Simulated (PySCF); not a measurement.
Job file and geometry (Å, from PBE0-D3(BJ)/def2-SVP) of an NMR shielding run on SMILES CC(C)Oc1ccccc1, C9H12O, GIAO WP04/pcSseg-1 NMR shielding, non-relativistic, gas phase in PySCF 2.14.0, density-fitted response routines; density fitting, a coarse starting grid and PySCF grid level 2 are the driver's defaults:

```
{"job": {"kind": "nmr", "xc": "WP04", "basis": "pcSseg-1", "pop": false}, "charge": 0, "multiplicity": 1}
C     -1.394987    -0.462055    -1.429416
C     -1.354951    -0.084061     0.041731
C     -2.523250    -0.649921     0.822410
O     -0.182771    -0.596344     0.658556
C      1.008166     0.015766     0.497376
C      2.101230    -0.608495     1.116704
C      3.369841    -0.052093     1.027901
C      3.578177     1.134319     0.320066
C      2.494418     1.751662    -0.295522
C      1.212597     1.203749    -0.215859
H     -1.416786    -1.557391    -1.534494
H     -0.513379    -0.085804    -1.967898
H     -2.293631    -0.048245    -1.910865
H     -1.363513     1.016756     0.144651
H     -2.523047    -1.748850     0.763996
H     -2.454401    -0.361714     1.880877
H     -3.475508    -0.278487     0.416954
H      1.919129    -1.533495     1.667167
H      4.208922    -0.551626     1.518595
H      4.576795     1.570032     0.249855
H      2.638615     2.679441    -0.854989
H      0.385576     1.710919    -0.713150
```

Q: What does the program print?

A: 
```
coarse grid: 18304 points
cycle   1  E = -435.3841052973  dE =  1.259e+00  |g| = 9.833e-01  |ddm| = 4.456e+00
cycle   2  E = -435.1719187473  dE =  2.122e-01  |g| = 1.423e+00  |ddm| = 2.193e+00
cycle   3  E = -435.5744976359  dE = -4.026e-01  |g| = 2.934e-01  |ddm| = 1.538e+00
cycle   4  E = -435.5915021680  dE = -1.700e-02  |g| = 6.301e-02  |ddm| = 2.739e-01
cycle   5  E = -435.5920605060  dE = -5.583e-04  |g| = 3.790e-02  |ddm| = 7.567e-02
cycle   6  E = -435.5924289780  dE = -3.685e-04  |g| = 1.065e-02  |ddm| = 4.548e-02
cycle   7  E = -435.5924598256  dE = -3.085e-05  |g| = 3.177e-03  |ddm| = 1.230e-02
cycle   8  E = -435.5924623424  dE = -2.517e-06  |g| = 5.173e-04  |ddm| = 2.828e-03
final grid: 176544 points
cycle   9  E = -435.6988871168  dE = -8.536e-05  |g| = 1.190e-02  |ddm| = 6.028e-02
cycle  10  E = -435.6988484239  dE =  3.869e-05  |g| = 1.839e-02  |ddm| = 2.265e-02
cycle  11  E = -435.6989174083  dE = -6.898e-05  |g| = 3.203e-03  |ddm| = 1.464e-02
cycle  12  E = -435.6989197139  dE = -2.306e-06  |g| = 4.357e-04  |ddm| = 3.455e-03
cycle  13  E = -435.6989197360  dE = -2.214e-08  |g| = 3.355e-04  |ddm| = 7.156e-04
cycle  14  E = -435.6989197666  dE = -3.052e-08  |g| = 5.808e-05  |ddm| = 3.257e-04
cycle  15  E = -435.6989197673  dE = -7.166e-10  |g| = 2.388e-05  |ddm| = 6.891e-05
converged SCF energy = -435.6989197673

GIAO shielding tensors (ppm)
atom      isotropic    diamagn.    paramagn.     s11        s22        s33       span
  0 C      151.513     251.068     -99.555    135.169    147.702    171.668     36.498
  1 C      101.034     248.063    -147.029     68.945     93.397    140.760     71.815
  2 C      147.517     246.814     -99.297    131.277    140.614    170.662     39.385
  3 O      171.753     406.807    -235.054    110.457    185.284    219.518    109.062
  4 C        8.431     254.023    -245.592    -77.251     -0.353    102.898    180.149
  5 C       48.958     254.352    -205.394    -41.388     38.824    149.437    190.825
  6 C       37.705     253.462    -215.757    -72.974     26.187    159.902    232.876
  7 C       48.062     254.109    -206.047    -57.431     38.857    162.761    220.191
  8 C       38.317     253.520    -215.203    -73.094     28.062    159.984    233.077
  9 C       58.160     260.315    -202.154    -30.134     39.774    164.841    194.975
 10 H       30.541      31.901      -1.360     27.639     28.454     35.529      7.890
 11 H       29.772      34.225      -4.453     24.495     31.090     33.730      9.235
 12 H       30.695      30.268       0.428     27.165     28.107     36.813      9.648
 13 H       27.498      35.600      -8.102     24.254     28.626     29.615      5.361
 14 H       30.088      30.153      -0.065     27.208     28.278     34.778      7.571
 15 H       29.991      30.165      -0.174     26.281     28.020     35.672      9.391
 16 H       30.527      28.155       2.372     26.617     28.480     36.483      9.866
 17 H       24.835      33.408      -8.573     20.860     24.249     29.397      8.536
 18 H       24.555      28.177      -3.621     21.305     24.980     27.382      6.077
 19 H       24.925      27.413      -2.489     21.748     25.752     27.274      5.526
 20 H       24.588      30.254      -5.666     21.199     24.690     27.875      6.676
 21 H       25.178      37.110     -11.931     20.656     23.739     31.141     10.485
```

Q: Turn these shieldings into chemical shifts. Shifts are taken against calculated references (same method and geometry level): TMS for ¹³C (σ = 172.44 ppm) and ¹H (σ = 31.56 ppm); H2O for ¹⁷O (σ = 317.54 ppm).

A: Averaging equivalent atoms: C 4: 164.0; C 6/8: 134.4; C 7: 124.4; C 5/9: 118.9; C 1: 71.4; C 0/2: 22.9; O 3: 145.8; H 18/20: 6.99; H 19: 6.64; H 17/21: 6.56; H 13: 4.07; H 10/11/12/14/15/16: 1.30 ppm. Experimental scales use liquid or dissolved standards, which lie at an offset from isolated H2O (liquid H2O: subtract about 36 ppm).

Size and cost of the density-fitted run: 230 basis functions, 46 s wall time on 1 thread of an Arm Neoverse V1, shared host.
